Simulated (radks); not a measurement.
Task: Excited configurations of neutral nitrogen: one electron is placed in a higher orbital outside [He] 2s2 2p2. The ground configuration is [He] 2s2 2p3. Calculated with a radial shooting solver on a logarithmic mesh with Libxc functionals: non-relativistic Kohn-Sham, BLYP, spin-unpolarised, spherical densities, point nucleus. Excitation = E - E(ground); binding = E(ion) - E, where the ion is the core of charge +1; n* = 1/sqrt(2 binding) in atomic units, and the quantum defect is n - n*.

| outer orbital | excitation (eV) | binding (eV) | n* | quantum defect | eigenvalue (eV) | <r> (bohr) |
|---|---|---|---|---|---|---|
| 3p | 10.886 | 2.694 | 2.247 | 0.753 | -1.233 | 6.682 |
| 3d | 12.081 | 1.499 | 3.013 | -0.013 | -0.579 | 10.20 |
| 4s | 11.708 | 1.871 | 2.696 | 1.304 | -1.042 | 11.27 |
| 5p | 12.650 | 0.930 | 3.825 | 1.175 | -0.536 | 22.74 |
| 7f | 13.187 | 0.393 | 5.883 | 1.117 | -0.265 | 64.25 |

Estimate the row for 7d.

Result: excitation (eV) 13.163; binding (eV) 0.417; n* 5.715; quantum defect 1.285; eigenvalue (eV) -0.289; <r> (bohr) 65.39. The Delta-SCF ionisation energy is 13.580 eV (NIST Atomic Spectra Database: 14.534 eV, measured). Self-interaction in the functional shifts the binding energies and quantum defects, so they are the method's values and not measured ones. Spin polarisation and multiplet splitting are left out, so open shells lie too high by an amount that depends on their filling.

Beside tabulated values, note that spin-unpolarised runs miss the spin-polarisation part of the exchange energy of open shells.
